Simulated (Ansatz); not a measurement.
Coupled-cluster diagnostics for the cluster Sn₂Se₂, Ansatz.

Geometry of the singlet (PBE-D4/def2-SVP):

Cartesian coordinates in Å:
```
Sn 0.273 1.427 -0.936
Sn -0.220 -1.053 1.352
Se -1.922 0.138 -0.262
Se 1.870 -0.512 -0.155
```

In the def2 sets Sn takes a core potential; there is no spin–orbit coupling. Correlated methods freeze 26 core orbitals; core or outer-core shells of Sn, Se are correlated, in sets that lack core-valence functions. At PBE0-D4/def2-TZVP a singlet of charge 0 lies 1.56 eV below the triplet, each at its own geometry. At PBE0-D4/def2-TZVP a singlet of charge 0 lies 4.19 eV below the quintet, each at its own geometry. The structure comes from a short search, and lower isomers may exist.

Geometry of the charge 0 triplet (PBE-D4/def2-SVP):

```
atom   x (Å)   y (Å)   z (Å)
 Sn1   1.231   0.703  -1.008
 Sn2  -1.231  -0.703   1.008
 Se3   1.052  -1.639   0.143
 Se4  -1.052   1.639  -0.143
```

Geometry of the charge 0 quintet (PBE-D4/def2-SVP):

Cartesian coordinates in Å:
```
Sn -1.735 0.293 0.333
Sn 1.535 -0.443 -0.808
Se 0.287 1.944 -0.430
Se -0.088 -1.794 0.905
```

(1) Estimate the CCSD(T) correlation energy, the shares of MP2 and (T), T1 and the reference's ⟨S²⟩ for: charge 0, singlet, own geometry in def2-SVP; charge 0, triplet, own geometry in def2-SVP; charge 0, quintet, own geometry in def2-SVP; charge 1, doublet, vertical in def2-SVP; and the rough time on 4 threads of Arm Neoverse V1 on a shared host.

## Answers

(1) 
```
                          state     basis  correlation (eV)  MP2 share (%)  (T) share (%)     T1  ⟨S²⟩ (pure)  wall time
charge 0, singlet, own geometry  def2-SVP           -18.496           94.4            4.0  0.015  0.00 (0.00)       16 s
charge 0, triplet, own geometry  def2-SVP           -18.305           93.3            4.3  0.036  2.03 (2.00)       72 s
charge 0, quintet, own geometry  def2-SVP           -16.878           92.3            3.2  0.016  6.06 (6.00)       35 s
    charge 1, doublet, vertical  def2-SVP           -18.152           93.8            4.3  0.018  0.83 (0.75)       59 s
```
Customary marks for T1 are 0.02 (closed shells), 0.045 (open shells) and about 0.05 (3d metals). T1 exceeds 0.02 in 1 of 4 rows and 0.045 in 0; the higher it lies, the less the single-reference result can be trusted.
